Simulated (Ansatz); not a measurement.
`O=C[TeH]`, relaxed with RKS PBE0-D4/def2-TZVP in Ansatz 0.2.0 from a PBE-D4/def2-SVP geometry. The force threshold is 0.005 eV/Å; the program also tests the step.

Total charge 0; spin multiplicity 1. Te: def2 effective core potential.

Start:

```xyz
5

O    -1.405    0.715    1.050
C    -0.575    0.425    0.233
Te    0.865   -1.215    0.483
H    -0.431    0.955   -0.750
H     1.546   -0.879   -1.016
```

(1) How much energy does the relaxation release, and in how many steps? (Estimate.)

(2) Which bonds change most? (Best estimate.)

(3) Give the relaxed structure. (Estimate.)

Results:

(1) Ansatz gave: 3.59 kJ/mol, in 5 steps.

(2) The calculation gave: C2–Te3 from 2.196 to 2.145 Å; Te3–H5 from 1.681 to 1.658 Å; C2–H4 from 1.127 to 1.106 Å; O1–C2 from 1.201 to 1.188 Å.

(3) Computed: 
```xyz
5

O    -1.381    0.700    1.034
C    -0.558    0.415    0.226
Te    0.844   -1.189    0.476
H    -0.434    0.948   -0.736
H     1.529   -0.874   -1.000
```
